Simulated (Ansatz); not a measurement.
`F[SiH](F)O[SiH2]S` and `C=C[SiH2]O[SiH](F)F` differ in one atom or group.

Ansatz, PBE0-D4/def2-TZVP geometries, multiplicity 1. Each molecule was computed in one conformer, which needn't be the lowest.

| property | `F[SiH](F)O[SiH2]S` |
| --- | --- |
| LUMO energy (PBE0/def2-TZVPP) / eV | 0.05 |
| HOMO–LUMO gap (PBE/def2-TZVPP) / eV | 5.88 |
| size of the dipole moment (PBE/def2-TZVPP) / D | 1.16 |
| LUMO energy (ωB97M-V/def2-TZVPP) / eV | 1.80 |
| size of the dipole moment (ωB97M-V/def2-TZVPP) / D | 1.14 |
| HOMO energy (PBE/def2-TZVPP) / eV | -6.73 |

(1) What does the change do to each property? (Best estimate.)

Results:

(1) Ansatz gave: 
| property | `C=C[SiH2]O[SiH](F)F` | shift |
| --- | --- | --- |
| LUMO energy (PBE0/def2-TZVPP) / eV | -0.64 | -0.69 |
| HOMO–LUMO gap (PBE/def2-TZVPP) / eV | 5.37 | -0.51 |
| size of the dipole moment (PBE/def2-TZVPP) / D | 1.34 | 0.18 |
| LUMO energy (ωB97M-V/def2-TZVPP) / eV | 1.47 | -0.33 |
| size of the dipole moment (ωB97M-V/def2-TZVPP) / D | 1.35 | 0.21 |
| HOMO energy (PBE/def2-TZVPP) / eV | -7.03 | -0.30 |

With PBE0 the HOMO falls by 0.19 eV and the LUMO falls by 0.69 eV, so the gap narrows by about 0.50 eV. PBE moves the HOMO by -0.30 eV and ωB97M-V by -0.22 eV. Dipoles are sizes alone; their direction can turn.
